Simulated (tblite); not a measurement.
C5H3O2S (doublet state).
Bonds: C1–C2, C2–S3 (double), C2–C4, C4–C5 (triple), C5–C6, C6–O7 (double), C6–O8. Hydrogens: H9, H10 on C1; H11 on O8.

A start from a force field or distance geometry was refined with GFN2-xTB geometry optimisation, gas phase in tblite 0.8.0. Values at the start:

```csv
coordinate,start
C1–C2,1.456 Å
C1–H9,1.082 Å
C1–H10,1.074 Å
C2=S3,1.675 Å
C2–C4,1.441 Å
C4≡C5,1.212 Å
C5–C6,1.431 Å
C6=O7,1.218 Å
C6–O8,1.350 Å
O8–H11,0.983 Å
C1–C2–S3,125.5°
C1–C2–C4,119.7°
C2–C4–C5,179.6°
S3–C2–C4,114.8°
C4–C5–C6,178.6°
C5–C6–O7,123.5°
C5–C6–O8,113.6°
O7–C6–O8,122.9°
```

Problem. How do these coordinates change at the GFN2-xTB level?

Solution. 
```json
{"coordinate": "C1–C2", "GFN2-xTB (Å or °)": "1.347", "change": "-0.109"}
{"coordinate": "C2=S3", "GFN2-xTB (Å or °)": "1.733", "change": "+0.058"}
{"coordinate": "C2–C4", "GFN2-xTB (Å or °)": "1.410", "change": "-0.031"}
{"coordinate": "C6=O7", "GFN2-xTB (Å or °)": "1.203", "change": "-0.015"}
{"coordinate": "C6–O8", "GFN2-xTB (Å or °)": "1.337", "change": "-0.013"}
{"coordinate": "O8–H11", "GFN2-xTB (Å or °)": "0.970", "change": "-0.013"}
{"coordinate": "C5–C6", "GFN2-xTB (Å or °)": "1.439", "change": "+0.008"}
{"coordinate": "C1–H9", "GFN2-xTB (Å or °)": "1.076", "change": "-0.006"}
{"coordinate": "C4≡C5", "GFN2-xTB (Å or °)": "1.207", "change": "-0.005"}
{"coordinate": "C1–H10", "GFN2-xTB (Å or °)": "1.077", "change": "+0.003"}
{"coordinate": "C4–C5–C6", "GFN2-xTB (Å or °)": "175.0", "change": "-3.6"}
{"coordinate": "C2–C4–C5", "GFN2-xTB (Å or °)": "176.2", "change": "-3.4"}
{"coordinate": "C1–C2–S3", "GFN2-xTB (Å or °)": "122.5", "change": "-3.0"}
{"coordinate": "C1–C2–C4", "GFN2-xTB (Å or °)": "121.9", "change": "+2.2"}
{"coordinate": "C5–C6–O8", "GFN2-xTB (Å or °)": "111.7", "change": "-1.9"}
{"coordinate": "O7–C6–O8", "GFN2-xTB (Å or °)": "124.0", "change": "+1.1"}
{"coordinate": "C5–C6–O7", "GFN2-xTB (Å or °)": "124.3", "change": "+0.8"}
{"coordinate": "S3–C2–C4", "GFN2-xTB (Å or °)": "115.6", "change": "+0.8"}
```

The energy falls by 0.326 eV over 35 L-BFGS steps, the largest force on an atom goes from 3.63 to 0.007 eV/Å, and the atoms move by 0.066 Å rms after alignment. The bond that changes most is C1–C2 (ends: carbon bonded to C and 2 H; carbon bonded to 2 C and S), which shortens by 0.109 Å. Bonds longer at the end by more than 0.005 Å: 2 of 10; shorter: 6. Rotational constants go from 4030, 727.0, 615.9 to 4137, 734.4, 623.7 MHz.

Time: 0.17 s wall. Hardware: an Arm Neoverse V2 with one thread, no GPU, shared host with 48 logical CPUs at a one-minute load of 31.

Its lowest GFN2-xTB frequency is 5 cm⁻¹, too small to tell a flat minimum from a shallow saddle.

The values belong to the conformer `[CH2:1][C:2](=[S:3])[C:4]#[C:5][C:6](=[O:7])[OH:8]`: H–O8–C6–C5 180°.

These are computed values.
